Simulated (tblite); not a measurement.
Compound: C₂H₁₅PSi₄.
Numbering: `[CH3:1][CH2:2][SiH2:3][Si@@H:4]([PH2:5])[SiH2:6][SiH3:7]` (hydrogens: H8, H9, H10 on C1; H11, H12 on C2; H13, H14 on Si3; H15 on Si4; H16, H17 on P5; H18, H19 on Si6; H20, H21, H22 on Si7)

Computed with GFN2-xTB (tblite), gas phase: L-BFGS steps from a force-field or distance-geometry start until the largest atomic force falls under 0.01 eV/Å.

The end geometry, which sets the zero of energy:
```
atom  x, y, z in Å
C1     -4.2233   -0.1049    0.0066
C2     -2.8211   -0.0512    0.6005
Si3    -1.5370    0.8289   -0.5049
Si4     0.6159    0.4164    0.3105
P5      0.4720   -1.6080    1.2984
Si6     2.5037    0.5403   -1.0714
Si7     4.5488    0.0159   -0.1018
H8     -4.2192   -0.6434   -0.9386
H9     -4.5993    0.8991   -0.1776
H10    -4.9123   -0.6095    0.6825
H11    -2.8615    0.4450    1.5726
H12    -2.4744   -1.0701    0.7966
H13    -1.6988    0.3289   -1.8803
H14    -1.8471    2.2640   -0.5605
H15     0.8787    1.2696    1.4922
H16     1.8314   -1.8030    1.4260
H17     0.4355   -2.3079    0.1077
H18     2.5337    1.8901   -1.6561
H19     2.2807   -0.3301   -2.2412
H20     4.5153   -1.3149    0.5129
H21     4.8940    0.9603    0.9641
H22     5.6739    0.0040   -1.0398
```

**Question.** These geometries come from the run, each turned onto the end geometry. Order them by energy, lowest first.
A.
```
atom  x, y, z in Å
C1     -4.2369    0.1462    0.1224
C2     -2.8092   -0.0035    0.6367
Si3    -1.4833    0.7131   -0.5376
Si4     0.6487    0.1445    0.2266
P5      0.4212   -1.9095    1.1314
Si6     2.5646    0.2507   -1.1147
Si7     4.5783    0.4172    0.0369
H8     -4.3651   -0.3799   -0.8218
H9     -4.4766    1.1947   -0.0383
H10    -4.9539   -0.2585    0.8347
H11    -2.7228    0.4792    1.6132
H12    -2.5989   -1.0631    0.8095
H13    -1.7376    0.1868   -1.8882
H14    -1.6580    2.1699   -0.6238
H15     0.9546    0.9371    1.4401
H16     1.7165   -2.3221    0.8941
H17    -0.0197   -2.4985   -0.0386
H18     2.4051    1.3806   -2.0466
H19     2.6112   -0.9265   -2.0048
H20     5.0468   -0.8867    0.5141
H21     4.4308    1.2756    1.2148
H22     5.6737    0.9723   -0.7618
```
B.
```
atom  x, y, z in Å
C1     -4.1795    0.6685    0.0303
C2     -2.9116    0.0129    0.5792
Si3    -1.3513    0.3591   -0.4715
Si4     0.6624   -0.4085    0.4212
P5      0.4240   -2.5129    1.2137
Si6     2.4897   -0.0195   -0.9960
Si7     4.4216    0.9323   -0.1354
H8     -4.4681    0.2268   -0.9223
H9     -4.0342    1.7384   -0.1108
H10    -5.0103    0.5371    0.7212
H11    -2.7513    0.3617    1.6035
H12    -3.0704   -1.0669    0.6469
H13    -1.5622   -0.2063   -1.8129
H14    -1.2333    1.8144   -0.6423
H15     0.9618    0.2982    1.6855
H16     1.7792   -2.7564    1.3384
H17     0.3697   -3.1140   -0.0297
H18     1.9697    0.8788   -2.0402
H19     2.8489   -1.2396   -1.7335
H20     5.4475   -0.0399    0.2466
H21     4.1090    1.7017    1.0714
H22     5.0781    1.8538   -1.0649
```
C.
```
atom  x, y, z in Å
C1     -4.2512    0.0219    0.0351
C2     -2.8435   -0.0248    0.6173
Si3    -1.5174    0.7646   -0.5078
Si4     0.6222    0.2806    0.3036
P5      0.4168   -1.7698    1.2238
Si6     2.5162    0.4205   -1.0655
Si7     4.6051    0.1879   -0.0717
H8     -4.2941   -0.5170   -0.9090
H9     -4.5555    1.0505   -0.1494
H10    -4.9676   -0.4305    0.7188
H11    -2.8403    0.4787    1.5861
H12    -2.5681   -1.0651    0.8164
H13    -1.7051    0.2362   -1.8694
H14    -1.7644    2.2124   -0.5905
H15     0.8902    1.0896    1.5145
H16     1.7698   -2.0133    1.3383
H17     0.3538   -2.4271    0.0103
H18     2.4303    1.7027   -1.7834
H19     2.3895   -0.5759   -2.1473
H20     4.7999   -1.1533    0.4889
H21     4.7789    1.1378    1.0300
H22     5.7242    0.4129   -0.9908
```
D.
```
atom  x, y, z in Å
C1     -4.1011    0.6740    0.0157
C2     -2.8590   -0.0331    0.5372
Si3    -1.2944    0.3445   -0.4792
Si4     0.6916   -0.3768    0.5331
P5      0.4141   -2.4783    1.2514
Si6     2.4226   -0.0271   -1.0124
Si7     4.3666    0.9357   -0.1583
H8     -4.5002    0.1743   -0.8601
H9     -3.8835    1.7006   -0.2593
H10    -4.8899    0.7041    0.7615
H11    -2.6787    0.2733    1.5676
H12    -3.0521   -1.1051    0.5790
H13    -1.4694   -0.1933   -1.8446
H14    -1.1992    1.8097   -0.6421
H15     0.9848    0.2806    1.8272
H16     1.7592   -2.7545    1.3710
H17     0.3557   -3.0361   -0.0110
H18     1.7790    0.8619   -1.9969
H19     2.6940   -1.2469   -1.7979
H20     5.3724   -0.0594    0.2198
H21     4.0268    1.6978    1.0471
H22     5.0504    1.8736   -1.0506
```
E.
```
atom  x, y, z in Å
C1     -4.2162    0.5133    0.1916
C2     -2.8378    0.0164    0.6120
Si3    -1.4381    0.5186   -0.5842
Si4     0.6293   -0.2148    0.2178
P5      0.3177   -2.3352    0.9191
Si6     2.5905   -0.0234   -1.0509
Si7     4.4663    0.8166    0.0330
H8     -4.4946    0.1025   -0.7764
H9     -4.2240    1.5984    0.1140
H10    -4.9724    0.2176    0.9173
H11    -2.6118    0.3963    1.6107
H12    -2.8582   -1.0727    0.6987
H13    -1.7640   -0.0081   -1.9185
H14    -1.4319    1.9829   -0.7127
H15     0.8941    0.4508    1.5168
H16     1.6550   -2.5989    1.1344
H17     0.3663   -2.8803   -0.3488
H18     2.2757    0.8018   -2.2301
H19     2.9173   -1.3346   -1.6409
H20     5.4137   -0.2233    0.4431
H21     4.0868    1.5413    1.2487
H22     5.2259    1.7544   -0.7963
```

**Answer.** C (0.004 eV), A (0.016 eV), E (0.029 eV), B (0.065 eV), D (0.120 eV).

In the order of the answer:

```
step  E above end (eV)  largest force (eV/Å)  rms force component (eV/Å)  rms distance from end (Å)  rms bond change (Å)  bond most changed (Å)
 222             0.004                  0.03                       0.010                      0.194                0.001         Si3–H14 +0.002
 184             0.016                  0.04                       0.015                      0.468                0.001         Si3–Si4 -0.004
 106             0.029                  0.02                       0.005                      0.881                0.001         Si3–Si4 -0.003
  35             0.065                  0.13                       0.038                      0.978                0.003         Si3–Si4 -0.006
  21             0.120                  0.23                       0.069                      0.994                0.006          Si4–P5 -0.019
```

What follows is the cost of the whole relaxation. On Intel Xeon at 2.70 GHz, one thread, no GPU, on a shared host, this took 6.6 s of wall time.
